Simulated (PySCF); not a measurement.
A structure optimised at B3LYP-D3(BJ)/def2-SVP, used in a PySCF frequency run:

```xyz
13

Si     0.9379    -0.5086     0.0000
F      1.9047     0.8120     0.0000
N     -0.7397    -0.1468     0.0000
C     -1.4665     0.1587    -1.2185
C     -1.4665     0.1587     1.2185
H      1.2583    -1.2451     1.2474
H      1.2583    -1.2451    -1.2474
H     -0.8827    -0.1370    -2.1034
H     -1.6970     1.2384    -1.3114
H     -2.4276    -0.3882    -1.2520
H     -1.6970     1.2384     1.3114
H     -0.8827    -0.1370     2.1034
H     -2.4276    -0.3882     1.2520
```
Charge 0, spin multiplicity 1.

### Question
Write its SMILES, formula and point group.

### Answer
CN(C)[SiH2]F, C₂H₈FNSi, Cs

### Question
What are its rotational constants (standard atomic weights)?

### Answer
6.2171, 2.5058, 2.2059 GHz
